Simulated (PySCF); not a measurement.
## Exercise with solution: dipole moment from atomic charges

Be(F)(NH2) (BeFH₂N), SMILES [F][Be][NH2]. Atoms are numbered in the order given.

```xyz
5

Be     0.0000     0.0000    -0.1002
F      0.0000     0.0000    -1.4927
N      0.0000     0.0000     1.4084
H      0.0000    -0.8256     1.9878
H      0.0000     0.8256     1.9878
```

The structure is a stationary point at TPSSh-D3(BJ)/def2-TZVP. One conformer was computed; it need not be the lowest.

Charges (e) from CAM-B3LYP/def2-TZVPD (PySCF):

```tsv
atom	IAO	ESP fit
Be1	1.622	1.129
F2	-0.858	-0.551
N3	-1.300	-1.564
H4	0.268	0.493
H5	0.268	0.493
```

The dipole moment of the full density is 2.11 D.

What dipole moment does each set of point charges give, and which comes closer to that of the density?


μ = Σ q r, and 1 e Å = 4.8032 D.
IAO: Σ q r = (0.000, 0.000, 0.353) e Å, |μ| = 1.69 D.
ESP fit: Σ q r = (0.000, 0.000, 0.467) e Å, |μ| = 2.24 D.
ESP fit comes closer in size. Point charges leave out the atoms' own dipoles (lone pairs, polarised bonds); fits to the potential absorb them, partitions of the density don't.
